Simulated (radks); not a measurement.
Spherical quantum dot in the effective-mass picture: electrons in a hard-walled sphere of radius 7.76, with a point charge +1 (a donor) at the centre, all in effective atomic units (hartree* = m*/eps^2 hartree, bohr* = eps/m* bohr), one dielectric constant everywhere. Calculated with a radial shooting solver with Libxc functionals: non-relativistic Kohn-Sham, LDA (Slater exchange, Perdew-Wang correlation), spin-polarised, spherical densities. Levels are named by radial order and angular momentum (1s, 1p, 1d, 2s, ...), and open shells are averaged over m. Each electron was tried in the lowest free levels, single moves between levels near the top were tried too, and the lowest total energy was kept; such a search can miss a lower state. At N = 1 the Hartree and exchange-correlation terms need not cancel, so that row can carry a self-interaction error.

N                         open shells  2S  addition energy mu(N+1) - mu(N) (hartree*)  e(HOMO) (hartree*)  rms radius (bohr*)
1                    1s(up 1, down 0)   1                                      0.4569            -0.26848               1.829
2                                none   0                                      0.3561            0.096486               2.695
3                    1p(up 1, down 0)   1                                      0.1488             0.40659               3.720
4                    1p(up 2, down 0)   2                                      0.1553             0.56038               4.198
5                    1p(up 3, down 0)   3                                      0.1944             0.71656               4.498
6                    1p(up 3, down 1)   2                                      0.1484             0.90620               4.711
7                    1p(up 3, down 2)   1                                      0.1514              1.0566               4.873
8                                none   0                                      0.1773              1.2087               5.003
9                    2s(up 1, down 0)   1                                      0.2087              1.3965               5.102
10  1d(up 1, down 0) 2s(up 1, down 0)   2                                      0.1496              1.5933               5.201
11  1d(up 2, down 0) 2s(up 1, down 0)   3                                      0.1499              1.7431               5.285
12  1d(up 3, down 0) 2s(up 1, down 0)   4                                      0.1500              1.8931               5.357
13  1d(up 4, down 0) 2s(up 1, down 0)   5                                      0.1501              2.0431               5.419
14  1d(up 5, down 0) 2s(up 1, down 0)   6                                      0.1840              2.1932               5.475
15  1d(up 5, down 1) 2s(up 1, down 0)   5                                      0.1470              2.3756               5.525
16  1d(up 5, down 2) 2s(up 1, down 0)   4                                      0.1475              2.5228               5.570
17  1d(up 5, down 3) 2s(up 1, down 0)   3                                      0.1477              2.6705               5.611
18  1d(up 5, down 4) 2s(up 1, down 0)   2                                      0.1479              2.8183               5.649
19                   2s(up 1, down 0)   1                                      0.2413              2.9722               5.683
20  2s(up 1, down 0) 1f(up 1, down 0)   2                                      0.1465              3.2068               5.718
21  2s(up 1, down 0) 1f(up 2, down 0)   3                                      0.1465              3.3533               5.750
22  2s(up 1, down 0) 1f(up 3, down 0)   4                                      0.1466              3.4999               5.780
23  2s(up 1, down 0) 1f(up 4, down 0)   5                                      0.1466              3.6465               5.808
24  2s(up 1, down 0) 1f(up 5, down 0)   6                                      0.1466              3.7930               5.834
25  2s(up 1, down 0) 1f(up 6, down 0)   7                                      0.1465              3.9396               5.858
26  2s(up 1, down 0) 1f(up 7, down 0)   8                                      0.1796              4.0860               5.881
27  2s(up 1, down 0) 1f(up 7, down 1)   7                                      0.1449              4.2649               5.903
28  2s(up 1, down 0) 1f(up 7, down 2)   6                                      0.1450              4.4099               5.923
29  2s(up 1, down 0) 1f(up 7, down 3)   5                                           -              4.5550               5.942

All shells are closed at N = 2, 8 (there: 1s2 1p6); the second difference of the energy has clear peaks (12 % above both neighbours; the first and last values, which can be the largest, are not judged, and half-filled shells can peak too) at N = 5, 9, 14, 19, 26.
